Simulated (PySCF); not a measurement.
Gas-phase reaction: GeHCl3 + Ge2H6 → 3 GeHCl + 4 H

Method: PySCF energies plus ideal-gas RRHO corrections (1 bar). † marks an energy on the PBE0/def2-TZVP geometry and frequencies; other levels use their own. Open shells (unrestricted): H (multiplicity 2); the rest are closed-shell singlets. Ge: all electrons, no relativistic terms. GeHCl: computed as isolated molecules; such fragments, hydroxides, amides, oligomers or adducts are transient or little studied in the gas.

PBE/def2-SVP gives ΔH°(298 K) = 1180 kJ.

Task: What do ωB97X-V/def2-TZVP†, BLYP/def2-TZVP†, ωB97M-V/def2-TZVP† give?

Result: ωB97X-V/def2-TZVP†: 1260 kJ; BLYP/def2-TZVP†: 1111 kJ; ωB97M-V/def2-TZVP†: 1220 kJ. For scale, ΔH°(298 K) is 1180 kJ at this level, 1220 kJ at ωB97M-V/def2-TZVP†, and runs from 990 to 1360 kJ over the 19 levels computed († marks an energy on the PBE0/def2-TZVP geometry).
